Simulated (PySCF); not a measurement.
C9H6N4, SMILES N1C=CC2N3C(=CC=CC3=1)N=CN=2. Atoms are numbered in the order given.

```xyz
19

C     -0.7229    -2.6655     0.0000
C     -1.7044    -1.6922     0.0000
C     -1.3625    -0.3214     0.0000
N     -2.3124     0.6221     0.0000
C     -1.9386     1.8987     0.0000
C     -0.6175     2.3229     0.0000
C      0.4093     1.3615     0.0000
N      1.7038     1.6880     0.0000
C      2.5821     0.6806     0.0000
N      2.3194    -0.6089     0.0000
C      1.0143    -0.9771     0.0000
C      0.6312    -2.3174     0.0000
N      0.0079     0.0100     0.0000
H     -1.0074    -3.7203     0.0000
H     -2.7685    -1.9212     0.0000
H     -2.7474     2.6389     0.0000
H     -0.3276     3.3717     0.0000
H      3.6420     0.9660     0.0000
H      1.4321    -3.0543     0.0000
```

Geometry: B3LYP-D3(BJ)/def2-SVP.

These are PBE0/pcSseg-1 (PySCF) values and carry that method's errors.

GIAO shieldings, no solvent; atoms alike by connectivity are averaged. δ = σ(ref) − σ: ¹³C against TMS (σ = 186.3 ppm); ¹⁵N against NH3 (σ = 267.4 ppm); ¹H against TMS (σ = 31.56 ppm), references at their B3LYP-D3(BJ)/def2-TZVP geometries, non-relativistic.

```csv
nucleus,atoms,count,δ (ppm)
¹³C,C9,1,174.6
¹³C,C7,1,171.7
¹³C,C5,1,170.6
¹³C,C11,1,166.1
¹³C,C3,1,164.7
¹³C,C1,1,152.6
¹³C,C2,1,120.8
¹³C,C12,1,113.4
¹³C,C6,1,109.9
¹⁵N,N4,1,285.1
¹⁵N,N10,1,269.4
¹⁵N,N8,1,252.3
¹⁵N,N13,1,236.9
¹H,H16,1,7.17
¹H,H14,1,6.91
¹H,H18,1,6.69
¹H,H15,1,5.85
¹H,H19,1,5.42
¹H,H17,1,4.89
```
